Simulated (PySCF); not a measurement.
[SmCl3(NH3)]− at several levels of theory

Computed with PySCF 2.14.0 (density fitting, no spin-orbit coupling) at the geometry relaxed with PBE0:

```xyz
8
[SmCl3(NH3)]− (singlet in the valence; each metal's 4f electrons, 6 of them, lie in its core potential, out of spins and levels)
Sm    0.0682   -0.0682    0.0682
Cl    1.2389    2.1337    1.2389
Cl   -2.1337   -1.2389    1.2389
Cl    1.2389   -1.2389   -2.1337
N    -1.4933    1.4933   -1.4933
H    -2.0938    2.0938   -0.9305
H    -0.9305    2.0938   -2.0938
H    -2.0938    0.9305   -2.0938
```

```csv
level,basis,state,HOMO (eV),gap (eV),charge on Sm1 (e),population of f-type functions on Sm1 (polarisation alone where 4f lies in the core),dipole about the centre of mass (D),largest force component (eV/Å)
PBE0,"Sm lcecp-0-SVP with ECP52, Cl def2-SVP, N def2-SVP, H def2-SVP",singlet,–,–,0.41,0.02,4.37,0.00
TPSSh,the same,singlet,–,–,0.40,0.02,4.34,0.11
M06-L,the same,singlet,–,–,0.63,0.02,4.21,0.12
```

In the lcecp rows the 4f levels are missing from HOMO and gap, and the state counts the valence alone.

Charges are Mulliken's, which hang on the basis. The relaxation used the grid (50, 194), these runs (75, 302) or, all-electron (x2c bases, spin-free X2C Hamiltonian), (99, 590).

Problem. What does PBE0 with Sm lcecp-0-TZVP with ECP52, Cl def2-TZVP, N def2-TZVP, H def2-TZVP give here?

Solution. state singlet, charge on Sm1 (e) 1.03, population of f-type functions on Sm1 (polarisation alone where 4f lies in the core) 0.03, dipole about the centre of mass (D) 4.10, largest force component (eV/Å) 0.22. Time: 23 s on 2 threads of Arm Neoverse V1, on a shared host, from free ions and atoms.

An lcecp potential fixes the number of 4f electrons, so in runs with it no electron can move into or out of that shell.
